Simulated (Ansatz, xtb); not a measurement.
# Two isomers of C4H6BNS

We compare a, `Bc1cc(N)cs1`, a singlet, with b, `Bc1ccc(N)s1`, a singlet. Both are isolated molecules in the gas phase, relaxed with B3LYP/def2-SVP; the shapes shown needn't be the lowest conformers.

a (Å):

```csv
atom,x (Å),y (Å),z (Å)
C,-2.0541,-0.9202,-1.3300
C,-1.6083,-1.4072,-0.1028
C,-1.3500,-0.4068,0.8751
C,-1.6083,0.8643,0.3669
B,-2.4218,-1.6867,-2.5893
N,-0.9533,-0.6818,2.1801
S,-2.1579,0.8233,-1.2586
H,-2.7989,-1.1105,-3.5806
H,-2.3332,-2.8915,-2.5950
H,-1.4767,-2.4760,0.0813
H,-0.5113,0.0860,2.6738
H,-0.4405,-1.5487,2.3000
H,-1.5007,1.8105,0.8974
```

b (Å):

```xyz
13

C    -2.0877   -1.4090   -1.1070
C    -1.3857   -1.9133   -0.0097
C    -0.9376   -0.9571    0.9169
C    -1.2916    0.3439    0.5473
B    -2.7014   -2.1435   -2.2694
N    -0.9781    1.4998    1.2045
S    -2.1740    0.3554   -0.9467
H    -3.2845   -1.5599   -3.1524
H    -2.6047   -3.3481   -2.3122
H    -1.2098   -2.9857    0.1007
H    -0.3752   -1.1831    1.8245
H    -1.4765    2.3499    0.9735
H    -0.6628    1.4281    2.1642
```

Quicker runs give these differences E(b) − E(a): GFN2-xTB −2.01 kcal/mol; HF/STO-3G −3.79 kcal/mol (at GFN2-xTB geometries); r2SCAN-D4/def2-SVP −3.82 kcal/mol (at GFN2-xTB geometries).

**Question.** Estimate E(b) − E(a) at the level CCSD(T)/def2-SVP + ΔMP2/def2-TZVPP.

**Answer.** Too close to call at this level: CCSD(T)/def2-SVP + ΔMP2/def2-TZVPP gives E(b) − E(a) = −0.87 kcal/mol.

Level by level:

```
                             level        geometry  E(b) − E(a) (kcal/mol)  departure from the last row (kcal/mol)  job, with rough time for the two
                          GFN2-xTB        GFN2-xTB                     −2.01                                   −1.14              optimisation, 0.26 s
                         HF/STO-3G        GFN2-xTB                     −3.79                                   −2.92              single point, 0.62 s
                r2SCAN-D4/def2-SVP        GFN2-xTB                     −3.82                                   −2.95               single point, 4.5 s
                    B3LYP/def2-SVP  B3LYP/def2-SVP                     −3.54                                   −2.67                optimisation, 44 s
                       HF/def2-SVP  B3LYP/def2-SVP                     −3.97                                   −3.09           part of the CCSD(T) run
                      MP2/def2-SVP  B3LYP/def2-SVP                     −1.13                                   −0.25           part of the CCSD(T) run
                  CCSD(T)/def2-SVP  B3LYP/def2-SVP                     −1.91                                   −1.04                      single point
CCSD(T)/def2-SVP + ΔMP2/def2-TZVPP  B3LYP/def2-SVP                     −0.87                                                        single point, 56 s
```

As drawn, both hold the same kinds of bond in the same numbers.

The largest departure from CCSD(T)/def2-SVP + ΔMP2/def2-TZVPP is that of HF/def2-SVP, 3.09 kcal/mol. The last row adds to CCSD(T) the change of the MP2 difference between the two basis sets, here +1.04 kcal/mol.

With thermal terms from frequencies at re-optimised GFN2-xTB minima (ideal gas, soft modes damped towards free rotors, one conformer each, 298.15 K, 1 atm): the zero-point term adds −0.05 kcal/mol; ΔH is −0.90 and ΔG −0.91 kcal/mol.

The correlated steps freeze 11 core orbitals. Run with Ansatz 0.2.0, xtb 6.7.1; the last row on 2 threads of Intel(R) Xeon(R) Platinum 8375C CPU @ 2.90GHz (Ice Lake) on a shared host.
